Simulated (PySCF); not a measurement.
## Excitation energy of Pb⁺ by level of theory

Pb⁺ [Xe] 4f14 5d10 6s2 6p1 (2P) → Pb⁺ [Xe] 4f14 5d10 6s1 6p2 (4P), as a difference of total energies. Calculation: PySCF 2.14, in def2-QZVPPD with the def2 core potential (60 electrons); scalar relativity through the core potential. Correlated levels: valence: 5s2 5p6 5d10 frozen; valence and next inner shell: nothing frozen outside the core potential. The calculations carry no spin-orbit coupling.

| method | excitation energy (eV) |
| --- | --- |
| UHF | 6.033 |
| LDA | 8.395 |
| PBE | 8.106 |
| PBE0 | 7.716 |
| r2SCAN | 7.664 |
| LC-wPBE | 7.377 |
| B2PLYP | 7.560 |
| B3LYP | 8.065 |
| revPBE | 8.013 |
| MP2 (valence) | 6.649 |
| SCS-MP2 (valence) | 6.883 |
| MP2 (valence and next inner shell) | 7.905 |
| SCS-MP2 (valence and next inner shell) | 7.968 |

Question: How much does correlation contribute at MP2 (valence and next inner shell)?

Answer: 7.905 − (6.033) = 1.872 eV, measured against UHF.

Spin-orbit coupling is strong in these open shells (close to jj coupling). The scalar numbers leave it out and a first-order estimate fails, so it can dominate the gap to the real levels.
